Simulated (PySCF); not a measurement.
**Ionisation energy of Mo²⁺ by level of theory**

Mo²⁺ [Kr] 4d4 (5D) → Mo³⁺ [Kr] 4d3 (4F), as a difference of total energies. All numbers are calculated (PySCF 2.14, scalar relativity by spin-free X2C-1e, in x2c-TZVPPall with one added diffuse shell each of s, p, d, f type (9s7p7d3f1g, 95 functions)). Correlated levels: valence: [Kr] frozen. The calculations carry no spin-orbit coupling.

```
           method  ionisation energy (eV)
              UHF                  26.083
    MP2 (valence)                  26.612
SCS-MP2 (valence)                  26.259
   CCSD (valence)                  26.674
CCSD(T) (valence)                  26.683
```

Question: How much does correlation contribute at CCSD(T) (valence)?

Answer: 26.683 − (26.083) = 0.600 eV, measured against UHF.

A first-order spin-orbit estimate (lowest level to lowest level, LS coupling) adds -0.070 eV.

Errors of the correlated levels include the incompleteness of this basis and the frozen core.

For comparison: 27.13 ± 0.12 eV (semi-empirical (NIST evaluation); NIST Atomic Spectra Database, ionization energies).
